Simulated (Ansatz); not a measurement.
Relaxation of VSeF₃ with RKS r2SCAN-D4/def2-SVP.

```sh
$ ansatz run in.yaml --threads 4 --pin off --events-out ev --progress --plain --max-ram 3916MiB
```

```yaml
crystal:
  periodic: [false, false, false]
  atoms:
    - {symbol: V, position_ang: [-0.000800, 0.003190, -0.232960]}
    - {symbol: Se, position_ang: [0.008700, -0.018120, 1.938250]}
    - {symbol: F, position_ang: [1.611280, 0.009010, -0.577130]}
    - {symbol: F, position_ang: [-0.812980, 1.400590, -0.554420]}
    - {symbol: F, position_ang: [-0.806190, -1.394660, -0.573740]}
basis:
  gaussian: {orbitals: def2-SVP}
hamiltonian: {xc: r2scan, dispersion: d4}
scf: {omitted_lower_state_checks: [starts]}
output: {orbitals: {seedname: orbitals}}
relax: {f_tol: 0.02, max_steps: 100}
```

Run time 14 s (4 threads of Arm Neoverse V1 on a shared host).

Positions (Å) and forces (eV/Å) at steps 1, 2, 3, 4 of 4:

```xyz
5
step=1 energy=-99171.5966 eV
V    -0.001    0.003   -0.233    0.016   -0.081    3.999
Se    0.009   -0.018    1.938    0.004    0.016   -0.225
F     1.611    0.009   -0.577    2.306    0.017   -1.266
F    -0.813    1.401   -0.554   -1.177    2.028   -1.235
F    -0.806   -1.395   -0.574   -1.149   -1.980   -1.273
5
step=2 energy=-99172.0043 eV
V     0.000    0.000   -0.053   -0.011   -0.033   -0.618
Se    0.011   -0.014    2.100   -0.004   -0.007   -0.229
F     1.584    0.009   -0.689   -0.082    0.001    0.277
F    -0.801    1.378   -0.665    0.038   -0.061    0.266
F    -0.794   -1.372   -0.693    0.060    0.101    0.304
5
step=3 energy=-99172.0326 eV
V     0.000    0.002   -0.093   -0.010   -0.033   -0.078
Se    0.010   -0.018    2.049    0.002    0.005    0.019
F     1.608    0.009   -0.660   -0.036    0.001    0.019
F    -0.812    1.398   -0.637    0.015   -0.025    0.017
F    -0.805   -1.392   -0.659    0.029    0.052    0.022
5
step=4 energy=-99172.0327 eV
V    -0.001    0.000   -0.095    0.001    0.000   -0.001
Se    0.010   -0.016    2.049   -0.002   -0.005   -0.005
F     1.607    0.009   -0.659   -0.010    0.001    0.001
F    -0.812    1.398   -0.635    0.005   -0.007   -0.002
F    -0.805   -1.392   -0.660    0.006    0.011    0.007
```

The restricted singlet is unstable towards broken spin symmetry in Hartree–Fock (as tested in another run); at r2SCAN-D4/def2-SVP this wasn't settled.
